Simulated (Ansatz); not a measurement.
Energy profile

The step: AsH₃ + GaH₃ → GaAsH₄ ([GaH2][AsH2]) + H₂; bonds formed: Ga1–As6, H2–H5; bonds broken: Ga1–H2, H5–As6 (atoms numbered as in the saddle structure below).

| atom | x (Å) | y (Å) | z (Å) |
| --- | --- | --- | --- |
| Ga1 | -0.8898 | -0.4555 | -0.3998 |
| H2 | 0.2140 | -0.7786 | -1.6619 |
| H3 | -1.0798 | -1.7610 | 0.4073 |
| H4 | -1.7789 | 0.7319 | -0.8366 |
| H5 | 0.7763 | -0.2277 | -0.8658 |
| As6 | 1.4102 | 0.7046 | 0.6461 |
| H7 | 0.4331 | 1.8489 | 0.8511 |
| H8 | 0.9150 | -0.0627 | 1.8596 |

Electronic energies by CCSD(T) at an estimated basis limit (MP2 extrapolated from triple and quadruple zeta, plus CCSD(T) − MP2 in triple zeta), on PBE0-D4/def2-TZVP structures; GaAsH₆, singlet; no counterpoise correction. Computed with Ansatz 0.2.0 (basis: def2-TZVPP and def2-QZVPP); correlated methods freeze the cores. Filled d shells of the heavier atoms are correlated. The def2 sets are not built for correlating such inner shells, so the correlated values are less sure here. Extrapolation: Hartree–Fock as exp(−7.88 √X), correlation as X^−2.97.

Give the profile in kJ/mol, counted from the separated reactants. (Judge from chemistry; the value comes from the calculation.)

The calculation gives:
| point | kJ/mol |
| --- | --- |
| separated: GaH₃ (Ga1, H2, H3, H4; singlet) + AsH₃ (H5, As6, H7, H8; singlet) | 0.0 |
| start structure | -18.1 |
| saddle | 70.8 |
| end structure | -57.2 |
| separated: GaAsH₄ (linked as [GaH2][AsH2]; Ga1, H3, H4, As6, H7, H8; singlet) + H₂ (H2, H5; singlet) | -49.9 |

T1 diagnostic: at most 0.014. The start structure is not quite a true minimum (one mode of 62i cm⁻¹). The end structure is not quite a true minimum (one mode of 44i cm⁻¹).

For scale, one of the runs: CCSD(T)/def2-TZVPP, 180 basis functions (an equivalent command: `ansatz run in.yaml --threads 4`). Time: 39 s of wall clock on 4 CPU threads; the host was shared. Peak host memory: 1.7 GiB.
